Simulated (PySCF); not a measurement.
TiCl3, SMILES [Cl][Ti+]([Cl])[Cl], charge +1, multiplicity 1.

Geometry: PBE-D3(BJ)/def2-SVP. The multiplicity is an assumed one; other spin states were not compared. The isomer is the one that the SMILES or the coordinates give; other isomers of the formula were not compared.

Method: PySCF 2.14.0 with PBE-D3(BJ)/def2-SVP.

Frequencies are harmonic and unscaled.

Modes within 1.5 cm⁻¹ of each other (mostly degenerate sets) share a row, with their intensities summed.

Computed vibrational spectrum:
```
mode  ν (cm⁻¹)  IR (km/mol)  moving atoms (share of kinetic energy)
----  --------  -----------  --------------------------------------
1          124         10.9                        Cl 54 %, Ti 46 %
2–3        138          0.8                        Cl 88 %, Ti 12 %
4          451         10.3                        Cl 77 %, Ti 23 %
5–6        536        186.4                        Ti 52 %, Cl 48 %
```
